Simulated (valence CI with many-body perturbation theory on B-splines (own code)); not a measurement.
**Er XVIII: electric-dipole lines**

Computed by configuration interaction combined with many-body perturbation theory (CI+MBPT): five valence electrons over a frozen Dirac-Fock core [Kr] 4d10, a basis of 7 s, 7 p, 7 d, 7 f, 4 g, 2 h functions for each j, with the one-electron correlation potential Σ1, the two-electron term Σ2, the three-electron term Σ3, Breit, model QED; selected CI, second order for the rest, scaled by the run's own slope (own B-spline code, finite nucleus).

No measured levels were compared; by estimate terms of the open shell hold to a few per cent of their energy, and close levels can change places. Among the levels kept, up to 1100 cm⁻¹ of a level comes from second order outside the variational space, and about a tenth of that is noise between levels of different J, which matters for small intervals.

Lines 151 to 200 of 298 in falling wavelength, among levels below 182820 cm⁻¹, chosen from the strongest by gf and those to the six lowest levels. Wavelengths and rates use the calculated energies, so an error of 2000 cm⁻¹ moves a line at 979.3 Å by 2 % and its rate by three times that or more. Electric multipoles are in the length gauge, E1 and E2 with the static RPA response of the core. Weak lines are less certain than strong ones. Lines between different terms over intervals too small for the method are left out, as are lines whose strength nearly cancels. Where a level lies close to another of its J and parity, the split of strength between their lines is uncertain. The highest levels of a list are the least certain.

Names give the largest LS component (configuration and term), which can be under half, so a name can repeat, a term be missing and a line seem to break the LS rules; names also repeat where a configuration has a term twice. Letters in brackets count levels of one name in rising energy.

```tsv
λ vac (Å)	Upper	Lower	A (s⁻¹)	log gf	Branch %
979.3	4f4 5s 4I_11/2	4f5 2H°_9/2 [a]	7.25e+00	-7.90	0.0
973.3	4f4 5s 6F_7/2	4f5 2G°_7/2 [a]	1.22e+01	-7.86	0.0
972.4	4f4 5s 4I_9/2	4f5 4I°_9/2 [b]	3.21e+01	-7.34	0.2
962.1	4f4 5s 4I_11/2	4f5 4I°_13/2 [a]	2.93e+02	-6.31	1.4
960.7	4f4 5s 6S_5/2	4f5 2G°_7/2 [a]	1.47e+01	-7.91	0.0
944.7	4f4 5s 4I_11/2	4f5 4I°_11/2 [b]	8.62e+01	-6.86	0.4
941.8	4f4 5s 4I_9/2	4f5 4G°_11/2 [c]	1.87e+02	-6.61	1.2
937.3	4f4 5s 6I_15/2	4f5 4K°_15/2 [a]	5.36e+00	-7.95	0.1
934.2	4f4 5s 6I_11/2	4f5 4L°_13/2	3.48e+01	-7.26	0.7
932.1	4f4 5s 6I_17/2	4f5 2L°_15/2 [a]	1.39e+01	-7.49	0.2
929.9	4f4 5s 6I_13/2	4f5 4K°_13/2 [b]	8.66e+00	-7.80	0.1
928.4	4f4 5s 4I_11/2	4f5 2K°_13/2 [a]	1.95e+01	-7.52	0.1
923.2	4f4 5s 4I_9/2	4f5 6P°_7/2	1.33e+01	-7.77	0.1
921.7	4f4 5s 6I_7/2	4f5 4I°_9/2 [a]	3.03e+02	-6.51	7.2
920.4	4f4 5s 6S_5/2	4f5 4F°_5/2 [b]	5.79e+01	-7.36	0.1
918.5	4f4 5s 6I_13/2	4f5 4G°_11/2 [a]	7.48e+00	-7.88	0.1
911.5	4f4 5s 4I_9/2	4f5 4G°_11/2 [b]	2.29e+01	-7.55	0.1
910.1	4f4 5s 4I_11/2	4f5 4I°_9/2 [b]	4.97e+01	-7.13	0.2
906.6	4f4 5s 6S_5/2	4f5 4F°_7/2 [c]	6.73e+01	-7.30	0.1
905.5	4f4 5s 6I_17/2	4f5 4L°_19/2	1.12e+01	-7.60	0.2
905.5	4f4 5s 6I_13/2	4f5 4K°_11/2 [a]	1.86e+01	-7.49	0.3
902.4	4f4 5s 6F_7/2	4f5 4P°_5/2 [b]	5.21e+01	-7.29	0.1
898.6	4f4 5s 4I_9/2	4f5 4H°_9/2 [a]	3.63e+01	-7.36	0.2
896.5	4f4 5s 6I_9/2	4f5 4I°_11/2 [a]	1.31e+02	-6.80	2.9
893.3	4f4 5s 6I_13/2	4f5 4L°_13/2	2.29e+01	-7.42	0.4
891.6	4f4 5s 6S_5/2	4f5 4P°_5/2 [b]	7.46e+02	-6.27	0.8
890.7	4f4 5s 6I_9/2	4f5 4I°_9/2 [a]	8.74e+01	-6.98	2.0
889.7	4f4 5s 6I_9/2	4f5 4G°_7/2 [a]	1.20e+01	-7.85	0.3
889.0	4f4 5s 6I_15/2	4f5 4K°_13/2 [b]	5.80e+00	-7.96	0.1
888.9	4f4 5s 6I_15/2	4f5 4L°_17/2	3.08e+01	-7.23	0.5
883.2	4f4 5s 4I_11/2	4f5 4G°_11/2 [c]	7.93e+01	-6.95	0.4
881.7	4f4 5s 6F_7/2	4f5 4I°_9/2 [b]	2.23e+01	-7.68	0.1
880.3	4f4 5s 6F_7/2	4f5 2F°_5/2 [a]	4.23e+01	-7.41	0.1
877.1	4f4 5s 6F_5/2	4f5 4P°_3/2 [a]	2.28e+02	-6.80	0.6
876.5	4f4 5s 4I_9/2	4f5 4F°_9/2 [a]	7.83e+01	-7.04	0.5
874.7	4f4 5s 4I_9/2	4f5 4F°_7/2 [b]	1.62e+01	-7.73	0.1
871.4	4f4 5s 4I_9/2	4f5 4H°_7/2 [a]	1.12e+02	-6.89	0.7
870.0	4f4 5s 6S_5/2	4f5 2F°_5/2 [a]	8.30e+01	-7.25	0.1
869.8	4f4 5s 6F_3/2	4f5 4G°_5/2 [b]	8.51e+01	-7.41	0.2
868.3	4f4 5s 4I_11/2	4f5 4F°_9/2 [b]	2.95e+01	-7.40	0.1
865.5	4f4 5s 6I_13/2	4f5 4I°_15/2 [a]	4.59e+01	-7.14	0.8
862.5	4f4 5s 6I_11/2	4f5 4K°_13/2 [a]	5.43e+01	-7.14	1.0
862.5	4f4 5s 6F_5/2	4f5 6P°_7/2	3.82e+02	-6.59	0.9
861.1	4f4 5s 6I_11/2	4f5 4I°_11/2 [a]	1.08e+02	-6.84	2.0
858.9	4f4 5s 6F_5/2	4f5 4G°_5/2 [b]	3.78e+01	-7.60	0.1
856.5	4f4 5s 4I_11/2	4f5 4G°_11/2 [b]	4.37e+01	-7.24	0.2
855.7	4f4 5s 6I_11/2	4f5 4I°_9/2 [a]	1.80e+01	-7.63	0.3
855.5	4f4 5s 6I_15/2	4f5 4L°_13/2	2.48e+01	-7.36	0.4
852.1	4f4 5s 6I_17/2	4f5 4L°_17/2	7.56e+00	-7.83	0.1
850.6	4f4 5s 4I_9/2	4f5 4G°_11/2 [a]	4.00e+01	-7.36	0.3
```
